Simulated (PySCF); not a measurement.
One of the candidates below gave these computed data.

All candidates are C5H4F4.

* Dipole: 0.41 D [CAM-B3LYP/def2-SVPD]
* Triplet: lowest triplet excitation (Tamm–Dancoff): 5.28 eV [TDA CAM-B3LYP/def2-SVPD]
* Polarisability: 62.6 au [CAM-B3LYP/def2-SVPD]
* UV, first state: lowest singlet excitation: 5.94 eV (209 nm, f = 0.002) [TDDFT CAM-B3LYP/def2-SVPD]
* UV, strongest line: among the 8 lowest singlet transitions: S5 at 8.03 eV (154 nm, f = 0.043) [TDDFT CAM-B3LYP/def2-SVPD]
* Rotational structure: rotational constants A, B, C: 4.607, 0.604, 0.593 GHz [GFN2-xTB]

Gas-phase values; electronic properties from PySCF, density fitting. Levels stand in brackets. Isolated species at its GFN2-xTB geometry, gas phase.

Question: Which candidate is it?
A. `FCC#CCC(F)(F)F`
B. `FC1=C(C(F)(F)F)CC1`
C. `C#CC[C@@H](F)C(F)(F)F`

Answer: A. It is `FCC#CCC(F)(F)F`. Numbering: `[F:1][CH2:2][C:3]#[C:4][CH2:5][C:6]([F:7])([F:8])[F:9]`. Its formula, C5H4F4, gives 2 degrees of unsaturation: 0 rings and 2 π bonds in the structure found. The optimised geometry has point group Cs and is an asymmetric top.

The others, at the same levels:
- `FC1=C(C(F)(F)F)CC1` fails: its computed lowest singlet excitation is 7.16 eV (173 nm, f = 0.291) (against 5.94 eV), lowest triplet excitation (Tamm–Dancoff) is 4.36 eV (against 5.28 eV) and static isotropic polarisability is 59.6 au (against 62.6 au).
- `C#CC[C@@H](F)C(F)(F)F` fails: its computed lowest singlet excitation is 6.63 eV (187 nm, f = 0.000) (against 5.94 eV), lowest triplet excitation (Tamm–Dancoff) is 5.49 eV (against 5.28 eV) and static isotropic polarisability is 60.1 au (against 62.6 au).

Each candidate is one conformer, not necessarily the lowest. Dipoles, sizes and rotational constants follow the conformer. The torsions of the flexible species, by atom-mapped SMILES:
- `[F:1][CH2:2][C:3]#[C:4][CH2:5][C:6]([F:7])([F:8])[F:9]`: C4–C5–C6–F7 60°
- `[F:1][C:2]1=[C:3]([C:4]([F:5])([F:6])[F:7])[CH2:8][CH2:9]1`: C2–C3–C4–F5 -121°
- `[CH:1]#[C:2][CH2:3][C@@H:4]([F:5])[C:6]([F:7])([F:8])[F:9]`: C2–C3–C4–F5 173°, C3–C4–C6–F7 -168°
